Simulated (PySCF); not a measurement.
Compound: CFN₂O₂S (charge -1).
Atom-mapped SMILES: `[N:1]#[C:2][N-:3][S:4](=[O:5])(=[O:6])[F:7]`

Computed, not measured: PBE0-D3(BJ)/def2-SVP geometry optimisation, gas phase (PySCF 2.14.0).

Task: What internal coordinates does the optimisation give?

Result: 
| bond | length (Å) | order |
| --- | --- | --- |
| N1≡C2 | 1.171 | triple |
| C2–N3 | 1.314 | single |
| N3–S4 | 1.575 | single |
| S4=O5, S4=O6 | 1.451 | double |
| S4–F7 | 1.646 | single |

Bonds in one row agree within 0.01 Å and their mean is given. Orders are formal, as drawn. A selection of angles:
| angle | degrees |
| --- | --- |
| N1–C2–N3 | 174.3 |
| C2–N3–S4 | 120.2 |
| N3–S4–O5 | 116.3 |
| N3–S4–O6 | 109.9 |
| N3–S4–F7 | 102.7 |
| O5–S4–O6 | 119.4 |
| O5–S4–F7 | 102.6 |

Torsions: C2–N3–S4–O5 32° (synclinal). The mirror-image conformer, all signs reversed, is as good.

S4 (sulfonyl sulfur) is distorted tetrahedral (angles from 102.6° to 119.4°). The 2 C–N bonds span 1.171 Å (N1≡C2, drawn triple) to 1.314 Å (C2–N3, drawn single), a spread of 0.143 Å.

Point group: C1 (no symmetry element, even within 0.4 Å). No PBE0-D3(BJ)/def2-SVP frequencies stand behind this structure, so it isn't proved a minimum. The geometry's basis has no diffuse functions, a weakness for an anion.
